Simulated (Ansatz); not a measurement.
Reaction (hydrogenolysis of a Ga–Si bond): `O[SiH2][Ga]1[CH2][S]1` + H₂ → `[CH2]1[S][GaH]1` + `O[SiH3]`

Isolated molecules relaxed with PBE0-D4/def2-TZVP in Ansatz; ΔE leaves out vibrations. CCSD(T)/CBS is the MP2 limit (def2-TZVPP, def2-QZVPP) plus CCSD(T) − MP2 in def2-TZVPP, frozen cores. This one scheme is used for every species. Functionals use def2-TZVPP. B3LYP here is the variant with VWN-RPA as its local correlation; programs differ in this. For Ga outer-core shells are correlated without core-valence functions, which leaves a few kJ/mol of doubt a bond. Scalar relativity is left out up to krypton. One conformer a species, not always the lowest.

| level | ΔE (kJ/mol) |
| --- | --- |
| PBE0-D4 | 14.3 |
| ωB97M-V | 3.0 |
| PBE-QIDH | 5.1 |
| PBE0 | 9.0 |
| B3LYP | 2.2 |
| MP2/def2-SVP | -1.4 |
| MP2/def2-TZVPP | 7.3 |
| MP2/def2-QZVPP | 11.2 |

(1) What does CCSD(T)/CBS give? (Estimate.)

Largest T1 diagnostic among the species: 0.015.

Answers

(1) The calculation gave: +11.9 kJ/mol. The listed levels differ from it by 2.4, -8.9, -6.8, -2.9, -9.7, -13.3, -4.6, -0.7 kJ/mol.

Leaving LDA and LC-ωPBE aside and taking each functional with its dispersion term where it has one, the values, not all of them listed here, spread over 23.8 kJ/mol, from CAM-B3LYP-D4 to revPBE-D4. At CCSD(T), def2-SVP lies −15.0 kJ/mol from the extrapolated value and def2-TZVPP −7.1 kJ/mol.
